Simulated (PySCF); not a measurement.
Start geometry of TiI(NMe2)3, `C[N](C)[Ti]([I])([N](C)C)[N](C)C` from GFN2-xTB (Å):
```
atom  x, y, z in Å
Ti1    0.0330   -0.0346    0.5960
I2    -0.1394    0.2400    3.2309
N3     1.6540    0.0353    0.0068
C4     2.5175    0.9692   -0.8315
C5     2.5997   -0.8539    0.7215
H6     3.0647    1.6476   -0.2453
H7     1.7264    1.5621   -1.3799
H8     3.1029    0.4421   -1.5585
H9     2.0238   -1.5339    1.4141
H10    3.2458   -1.4124    0.0941
H11    3.2474   -0.2714    1.4537
N12   -0.8938    1.4571   -0.1467
C13   -2.1237    1.5173   -1.0886
C14   -0.6051    2.7743    0.3409
H15   -2.9528    1.8530   -0.5573
H16   -2.2522    0.5171   -1.3983
H17   -1.8324    2.1661   -1.9381
H18    0.3110    2.7189    0.9764
H19   -0.3434    3.4362   -0.5041
H20   -1.4523    3.2320    0.9246
N21   -0.8738   -1.5173    0.0373
C22   -2.0960   -1.8541    0.6168
C23   -0.2636   -2.6175   -0.7020
H24   -2.8580   -2.1069   -0.1418
H25   -2.4658   -0.9236    1.1412
H26   -2.0906   -2.5585    1.3973
H27    0.6657   -2.4335   -1.0348
H28   -0.1152   -3.4924    0.0726
H29   -0.9535   -3.0002   -1.4667
```

What comes out of this run: PBE0-D3(BJ)/def2-SVP geometry optimisation, gas phase, def2 core potentials past Kr in PySCF 2.14.0?

```
atom  x, y, z in Å
Ti1   -0.0211    0.0569    0.7095
I2    -0.0836    0.2979    3.3615
N3     1.7275    0.1200    0.0754
C4     2.3842    1.0018   -0.8456
C5     2.5852   -0.8642    0.6878
H6     3.1910    1.5824   -0.3561
H7     1.6642    1.7098   -1.2791
H8     2.8506    0.4410   -1.6794
H9     2.0085   -1.5122    1.3717
H10    3.0609   -1.5196   -0.0681
H11    3.3891   -0.3974    1.2887
N12   -0.9662    1.4360   -0.1112
C13   -2.0700    1.4257   -1.0273
C14   -0.5404    2.7489    0.3069
H15   -2.9686    1.9083   -0.5949
H16   -2.3310    0.3944   -1.3027
H17   -1.8265    1.9725   -1.9595
H18    0.3070    2.6781    1.0116
H19   -0.2108    3.3665   -0.5517
H20   -1.3473    3.2962    0.8308
N21   -0.7710   -1.5551    0.1576
C22   -2.1091   -1.7424    0.6612
C23   -0.2537   -2.6525   -0.6072
H24   -2.8369   -1.9021   -0.1585
H25   -2.4389   -0.8543    1.2295
H26   -2.1755   -2.6054    1.3507
H27    0.7589   -2.4255   -0.9680
H28   -0.2091   -3.5857   -0.0117
H29   -0.8870   -2.8620   -1.4915
```

The energy falls by 1.692 eV over 13 energy and gradient evaluations, the largest force component goes from 0.1368 to 3.7e-04 Eh/bohr, and the atoms move by 0.148 Å rms after alignment. The bond that changes most is Ti1–N3 (ends: titanium bonded to I and 3 N; nitrogen bonded to 2 C and Ti), which lengthens by 0.135 Å. Bonds longer at the end by more than 0.005 Å: 13 of 28; shorter: 12. Among the angles that change most is N3–C4–H7, from 101.1° to 110.5°. Among the dihedrals that turn most is Ti1–N3–C4–H6, from 94° to 116°. Rotational constants go from 607.0, 407.2, 406.1 to 619.4, 396.9, 396.3 MHz. The orientation of the end geometry is arbitrary; only internal coordinates are fixed.

The run used 273 basis functions and 107 SCF cycles in all.

Not checked by PBE0-D3(BJ)/def2-SVP frequencies.
